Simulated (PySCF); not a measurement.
CH₇F₂NSi₂, SMILES C[Si](F)(F)[SiH2]N. Geometry optimised at PBE-D3(BJ)/def2-SVP. This is a generated structure with no PubChem entry under its InChIKey; it may be hypothetical. One conformer was computed; it need not be the lowest.

Computed equilibrium geometry at PBE-D3(BJ)/def2-SVP (PySCF confirms it by a frequency run) as a Z-matrix (one conformer of several):
```
Si
F 1 1.6410
F 1 1.6476 2 106.07
C 1 1.8649 2 109.20 3 -116.29
H 4 1.1087 1 110.80 2 -59.09
H 4 1.1089 5 108.19 1 120.01
H 4 1.1090 5 108.58 6 117.83
Si 1 2.3457 2 112.06 3 114.37
N 8 1.7556 1 101.89 2 -165.10
H 9 1.0245 8 118.47 1 -172.34
H 9 1.0250 10 109.44 8 135.92
H 8 1.5061 9 107.79 10 -55.02
H 8 1.5153 12 106.86 9 -127.71
```
Charge 0, spin multiplicity 1.
